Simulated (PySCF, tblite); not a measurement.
Isomers of C7H10N2O, one GFN2-xTB conformer each. Single-point energies are computed at PBE0/pcSseg-1 (PySCF, gas phase, no added dispersion term), electronic only.

```tsv
SMILES	GFN2-xTB relative energy (kcal/mol)
C=CCn1nccc1OC	23.6
CC(=O)c1cn(C)nc1C	0.0
```

Conformers: `[CH2:1]=[CH:2][CH2:3][n:4]1[n:5][cH:6][cH:7][c:8]1[O:9][CH3:10]` with C1–C2–C3–N4 -125°, C2–C3–N4–N5 -84°, C7–C8–O9–C10 -2°; `[CH3:1][C:2](=[O:3])[c:4]1[cH:5][n:6]([CH3:7])[n:8][c:9]1[CH3:10]` with C1–C2–C4–C5 0°.

Question: What does PBE0/pcSseg-1 give for the same structures?

Answer: 
```
           SMILES  PBE0/pcSseg-1 E (Eh)  PBE0/pcSseg-1 (kcal/mol)  GFN2-xTB (kcal/mol)  point group
CC(=O)c1cn(C)nc1C            -456.90641                       0.0                  0.0            –
    C=CCn1nccc1OC            -456.84716                      37.2                 23.6           C1
```

Both levels put the same isomer lowest. As drawn, the lower has a C=O bond, which the higher lacks; the higher has a C=C bond outside aromatic rings, which the lower lacks.

Question: Which frontier levels, dipoles and rotational constants go with these structures?

Answer: 
```json
{"SMILES": "CC(=O)c1cn(C)nc1C", "HOMO (eV, PBE0/pcSseg-1)": "-7.10", "LUMO (eV)": "-0.96", "dipole (D)": "4.97", "A, B, C (MHz)": "2256, 1050, 726.5"}
{"SMILES": "C=CCn1nccc1OC", "HOMO (eV, PBE0/pcSseg-1)": "-6.36", "LUMO (eV)": "0.20", "dipole (D)": "3.00", "A, B, C (MHz)": "1787, 1176, 773.2"}
```

Question: What happens when harmonic zero-point energies from GFN2-xTB frequencies are added?

Answer: 
| SMILES | ZPE (kcal/mol) | electronic (kcal/mol) | with ZPE (kcal/mol) |
| --- | --- | --- | --- |
| CC(=O)c1cn(C)nc1C | 100.3 | 0.0 | 0.0 |
| C=CCn1nccc1OC | 100.4 | 37.2 | 37.3 |

The zero-point energies span 0.1 kcal/mol. The order is unchanged.
